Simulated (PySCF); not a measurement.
PtCl2 (triplet). All numbers come from UPBE0 in PySCF with Pt def2-TZVP with ECP60, Cl def2-TZVP; scalar-relativistic core potentials, no spin–orbit coupling; density-fitted integrals.

Harmonic bands of its minimum:

| ω (cm⁻¹) | IR (km/mol, summed over degenerate members) | degeneracy |
| --- | --- | --- |
| 76 | 0.5 | 2 |
| 409 | 0.0 | 1 |
| 434 | 96.0 | 1 |

**Question.** The central atom is Pt. Infer the point group and assign the bands.

**Answer.** D∞h. The modes span πu + σg+ + σu+: 76 πu, 409 σg+, 434 σu+. The computed geometry has Pt–Cl 2.156 Å (×2); Cl–Pt–Cl 180.0°.

This need not be the most stable arrangement of these atoms. With open d or f shells other occupations or spin states may lie lower. Spin–orbit coupling, left out here, can matter for elements this heavy.
